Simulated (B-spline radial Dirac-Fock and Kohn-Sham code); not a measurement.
Electron momentum distribution of Hg⁶⁴⁺: Compton profiles

System: mercury as Hg⁶⁴⁺, [Ne] 3s2 3p4.

Level of theory: the impulse approximation on configuration-average Dirac-Fock orbitals; a B-spline atomic structure program. pz is in atomic units of momentum; subshell profiles are per electron, for a selection of subshells; open shells are spread over both j values by their weights.

| pz | J total | J 1s1/2 | J 2p3/2 | J 3p3/2 |
| --- | --- | --- | --- | --- |
| 0 | 0.4687 | 0.00913 | 0.0176 | 0.0402 |
| 0.6 | 0.4677 | 0.00913 | 0.0176 | 0.0402 |
| 0.8 | 0.4669 | 0.00913 | 0.0176 | 0.0402 |
| 1 | 0.4658 | 0.00912 | 0.0176 | 0.0402 |
| 1.2 | 0.4646 | 0.00912 | 0.0176 | 0.0402 |
| 1.4 | 0.4631 | 0.00912 | 0.0176 | 0.0402 |
| 1.6 | 0.4614 | 0.00912 | 0.0176 | 0.0401 |
| 1.8 | 0.4594 | 0.00912 | 0.0176 | 0.0401 |
| 2 | 0.4573 | 0.00911 | 0.0176 | 0.0401 |
| 2.5 | 0.4510 | 0.00911 | 0.0176 | 0.0400 |
| 3 | 0.4435 | 0.00910 | 0.0176 | 0.0398 |
| 4 | 0.4250 | 0.00907 | 0.0175 | 0.0391 |
| 5 | 0.4027 | 0.00904 | 0.0175 | 0.0378 |
| 7 | 0.3507 | 0.00896 | 0.0174 | 0.0332 |
| 10 | 0.2707 | 0.00878 | 0.0169 | 0.0226 |
| 15 | 0.1747 | 0.00837 | 0.0151 | 0.00747 |
| 20 | 0.1238 | 0.00784 | 0.0124 | 0.00258 |
| 30 | 0.06776 | 0.00657 | 0.00658 | 0.00202 |
| 40 | 0.03699 | 0.00525 | 0.00297 | 0.00118 |
| 60 | 0.01313 | 0.00305 | 0.000565 | 0.000232 |
| 100 | 0.002899 | 0.000954 | 3.43e-05 | 1.29e-05 |

J(0) = 0.4687. The 3s1/2 subshell gives the largest part, 27 %.

Mean momentum ⟨p⟩ by subshell (a.u.): 1s1/2 87.0, 2s1/2 31.5, 2p1/2 41.1, 2p3/2 35.6, 3s1/2 17.4, 3p1/2 20.6, 3p3/2 19.0.

Values without a named source are computed, but for edge energies of neutral atoms, which are taken from tables.
